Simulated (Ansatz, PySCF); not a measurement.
Spin states of H2O2Ti (SMILES [OH][Ti][OH]), each relaxed with B3LYP-D3(BJ)/def2-TZVP.
State 1 (charge 0, multiplicity 3):
```xyz
5

Ti     0.095    -0.283     0.050
O      1.341     0.168    -1.204
H      1.903     0.564    -1.868
O     -1.313    -0.292     1.210
H     -2.080    -0.127     1.754
```
State 2 (charge 0, multiplicity 1):
```xyz
5

Ti     0.316    -0.954     0.163
O      1.160     0.067    -1.020
H      1.286     0.882    -1.506
O     -1.089    -0.324     1.045
H     -1.726     0.358     1.260
```

Singlets are restricted, other states unrestricted; no spin–orbit coupling, no relativity up to Kr; see below for the cores. The largest T1 diagnostic is 0.089.

Correlated levels freeze the inner cores; with def2 sets outer-core shells near the valence are correlated too.

Programs: Ansatz (an electronic-structure program); PySCF for the dispersion terms. Each number belongs to the level named beside it.

```json
[
 {"level": "SVWN5/def2-TZVPP", "energy of the multiplicity-1 state less that of the multiplicity-3 state (kJ/mol)": "56.4"},
 {"level": "BLYP/def2-TZVPP", "energy of the multiplicity-1 state less that of the multiplicity-3 state (kJ/mol)": "76.0"},
 {"level": "PBE0/def2-TZVPP", "energy of the multiplicity-1 state less that of the multiplicity-3 state (kJ/mol)": "115.7"},
 {"level": "PBE0-D4/def2-TZVPP", "energy of the multiplicity-1 state less that of the multiplicity-3 state (kJ/mol)": "115.2"},
 {"level": "BHLYP-D4/def2-TZVPP", "energy of the multiplicity-1 state less that of the multiplicity-3 state (kJ/mol)": "141.4"},
 {"level": "CAM-B3LYP/def2-TZVPP", "energy of the multiplicity-1 state less that of the multiplicity-3 state (kJ/mol)": "111.9"},
 {"level": "wB97M-V/def2-TZVPP", "energy of the multiplicity-1 state less that of the multiplicity-3 state (kJ/mol)": "[?]"},
 {"level": "B2PLYP/def2-TZVPP", "energy of the multiplicity-1 state less that of the multiplicity-3 state (kJ/mol)": "98.7"},
 {"level": "B2PLYP-D4/def2-TZVPP", "energy of the multiplicity-1 state less that of the multiplicity-3 state (kJ/mol)": "98.3"}
]
```

Problem. Some entries are withheld; supply them.

Solution. 
- wB97M-V/def2-TZVPP, energy of the multiplicity-1 state less that of the multiplicity-3 state (kJ/mol): 88.0

Doubts at one or more of the structures used: a restricted determinant that unrestricted orbitals would lower (B2PLYP/def2-TZVPP, B2PLYP-D4/def2-TZVPP).
